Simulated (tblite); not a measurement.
Problem. What does the GFN2-xTB structure of `S[C@@H]1C[C@]12[CH]CC=C2` [radical] look like in three dimensions? (Doublet state.)

Solution. 
```xyz
17
C7H9S angstrom
S      2.1173   -1.1579   -1.7284
C      1.7337   -0.1494   -0.2972
C      1.4211   -0.8280    0.9871
C      0.2947   -0.0987    0.2642
C     -0.8296   -0.7578   -0.3504
C     -2.0330    0.1066   -0.2677
C     -1.5240    1.3165    0.4553
C     -0.2356    1.1950    0.7520
H      1.4497   -0.4131   -2.6106
H      2.3002    0.7725   -0.2701
H      1.8000   -0.3997    1.9032
H      1.3724   -1.9063    0.9810
H     -0.8012   -1.7264   -0.8078
H     -2.4377    0.3663   -1.2552
H     -2.8567   -0.3711    0.2787
H     -2.1583    2.1536    0.6871
H      0.3802    1.9100    1.2688
```

Any rigid rotation of these coordinates is as good. Atoms count from 1 in this order. C5 (carbon bonded to 2 C and H) is planar (angles 125.1°, 124.9° and 110.0°, sum 360.0°, 0.00 Å off the plane of its three neighbours). C8 (carbon bonded to 2 C and H) is planar (angles 127.0°, 122.3° and 110.7°, sum 360.0°, 0.00 Å off the plane of its three neighbours). C7 (carbon bonded to 2 C and H) is planar (angles 126.5°, 122.1° and 111.3°, sum 360.0°, 0.00 Å off the plane of its three neighbours). The 3-membered ring C2–C3–C4 has internal angles of 57.9° to 61.8°.

Bonds between heavy atoms (Å): S1–C2 1.792, C2–C3 1.486, C3–C4 1.524, C4–C5 1.441, C5–C6 1.484, C6–C7 1.499, C7=C8 1.328, C2–C4 1.546, C4–C8 1.481.

Computed geometry: GFN2-xTB, gas phase. This method treats the open shell by occupation alone, without spin polarisation.

Point group: C1 (no symmetry element, even within 0.4 Å). Its GFN2-xTB frequencies are all real (lowest 97 cm⁻¹). Torsions: H–S1–C2–C3 140°.

On an Arm Neoverse V1 with one thread, shared host, this took 0.71 s. These figures are those of the optimisation.

One conformer stands for the species.
